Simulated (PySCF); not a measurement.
C4H9InO, SMILES C=[CH][In]([CH3])[O]C (GFN2-xTB optimised geometry):

```
15

In     0.584    -0.608     0.000
C      2.819    -0.608     0.000
H      3.088     0.445     0.000
H      3.198    -1.102    -0.891
H      3.203    -1.101     0.889
C     -1.154    -2.037     0.053
C     -2.355    -1.681    -0.361
H     -0.969    -3.036     0.430
H     -3.203    -2.359    -0.339
H     -2.557    -0.689    -0.745
O      0.125     1.337     0.000
C     -1.065     2.066     0.063
H     -1.836     1.564     0.662
H     -0.855     3.036     0.528
H     -1.469     2.249    -0.941
```

Level of theory: PySCF with B3LYP/def2-TZVP, def2 effective core potentials past Kr.

What are the frontier orbital energies and the dipole moment?

HOMO-2 -7.31 eV, HOMO-1 -6.80 eV, HOMO -6.71 eV, LUMO -1.43 eV, LUMO+1 -0.89 eV; dipole moment 1.90 D.

On the same geometry PBE/def2-TZVP, def2 effective core potentials past Kr (PySCF) gives HOMO-2 -6.35 eV, HOMO-1 -5.59 eV, HOMO -5.56 eV, LUMO -1.93 eV, LUMO+1 -1.44 eV; dipole moment 1.74 D.
